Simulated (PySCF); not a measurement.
**Ta(OH)₂ + Cl₂ → TaO₂ + 2 HCl**

Level: PBE0 in the def2-TZVP basis family, computed in PySCF with density fitting; scalar-relativistic core potentials for atoms from Rb on, none lighter, no spin–orbit coupling; open shells unrestricted.

```
species                                state and structure  ZPE (kJ/mol)  H(298 K) − H(0) (kJ/mol)  S° (J/(mol K))
Ta(OH)₂  quartet, D∞h, O–H 0.951 Å (×2), Ta–O 1.890 Å (×2)          67.2                      16.6           304.8
    Cl₂                        singlet, D∞h, Cl–Cl 1.982 Å           3.5                       9.1           222.5
   TaO₂     doublet, C2v, Ta–O 1.719 Å (×2); O–Ta–O 105.5°          13.9                      11.1           279.8
    HCl                         singlet, C∞v, H–Cl 1.279 Å          17.9                       8.7           186.6
```

**Question.** Is the gas-phase reaction uphill or downhill in electronic energy at this level, and by how much?

**Answer.** At PBE0/def2-TZVP, ΔE = -126.3 kJ/mol, downhill. 

**Question.** Add zero-point, thermal and entropy terms for 298.15 K and 1 bar.

**Answer.** ΔZPE = -21.0 and Δ[H(298) − H(0)] = 2.8 kJ/mol give ΔH° = -144.5 kJ/mol. ΔS° = 125.7 J/(mol K), so ΔG° = -144.5 − 298.15 × (0.1257) = -182 kJ/mol.

Spin–orbit coupling can matter for Ta(OH)₂, TaO₂ and is left out. Open d or f shells are single determinants, so the state found may not be the ground state. Only the bonding shown was studied: isomers, or loss of a ligand pair, can lie lower.
